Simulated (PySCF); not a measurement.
Atom-mapped SMILES (the numbers label the heavy atoms): `[CH:1]#[C:2][Si:3]1([N:4]([CH3:5])[CH3:6])[SiH2:7][SiH2:8][SiH2:9]1`; H(Xn) means a hydrogen on atom n.

[PySCF: coordinates at the PBE0-D3(BJ)/def2-SVP level; shielding tensors at PBE0/pcSseg-1 (GIAO); one computed conformer; gas phase; non-relativistic; rapidly exchanging positions averaged]

Shifts are taken against calculated references (same method and geometry level): ¹³C (σref 184.41) and ¹H (σref 31.27) and ²⁹Si (σref 351.99) against TMS; ¹⁵N (σref 265.67) vs NH3.

```csv
atoms,nucleus,count,δ (ppm)
C5/C6,¹³C,2,39.1
Hb(Si8),¹H,1,3.73
Si7/Si9,²⁹Si,2,-72.0
Si8,²⁹Si,1,-111.4
N4,¹⁵N,1,19.0
Hb(Si7)/Ha(Si9),¹H,2,?
Ha(Si8),¹H,1,?
Si3,²⁹Si,1,?
H(C5)/H(C6),¹H,6,2.45
Ha(Si7)/Hb(Si9),¹H,2,?
C1,¹³C,1,112.2
H(C1),¹H,1,3.02
C2,¹³C,1,87.3
```

Complete the table.

Results:


- Ha(Si7)/Hb(Si9): 4.43 ppm, hydrogen on a silicon bonded to 2 Si, in a 4-membered ring
- Hb(Si7)/Ha(Si9): 4.29 ppm, hydrogen on a silicon bonded to 2 Si, in a 4-membered ring
- Ha(Si8): 3.77 ppm, hydrogen on a silicon bonded to 2 Si, in a 4-membered ring
- Si3: -11.6 ppm, silicon bonded to C, N, 2 Si, in a 4-membered ring

Shifts are as computed. Against solution values, carbons near 30 ppm lie about +2 ppm off and those near 130 ppm about +5 ppm. Of 1211 compounds with measured shifts, 218 miss one by over three times the rms of a fit or turn the order of signals round; such compounds aren't used in these exercises. Experimental scales use liquid or dissolved standards, which lie at an offset from isolated NH3 (liquid NH3: subtract about 20 ppm).
